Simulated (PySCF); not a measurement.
# Technetium: highly charged ions in a basis for the neutral atom

Tc⁷⁺ [Kr], Tc⁸⁺ [Ar] 3d10 4s2 4p5. Computed with PySCF 2.14 in x2c-SVPall (6s5p5d1f, 53 functions), with scalar relativity by spin-free X2C-1e. No spin-orbit coupling, so a gap to NIST mixes the basis error with missing relativistic terms.

Changed run: basis of the neutral atom used for a highly charged ion. This setting is unsound on purpose.

```
species  method  sound run (hartree)  changed run (hartree)  converged
   Tc⁷⁺     UHF              not run            -4271.34234        yes
   Tc⁷⁺   B3LYP              not run            -4273.30488        yes
   Tc⁷⁺    TPSS              not run            -4273.10728        yes
   Tc⁸⁺     UHF              not run            -4265.75596        yes
   Tc⁸⁺   B3LYP              not run            -4267.67034        yes
   Tc⁸⁺    TPSS              not run            -4267.47432        yes
```

Ionisation energy of Tc⁷⁺:

| method | changed run (eV) | NIST (eV) |
| --- | --- | --- |
| UHF | 152.01 | 150 ± 2.1 |
| B3LYP | 153.32 | 150 ± 2.1 |
| TPSS | 153.28 | 150 ± 2.1 |

The contracted functions were made for the neutral atom and can be too rigid for a highly charged ion.
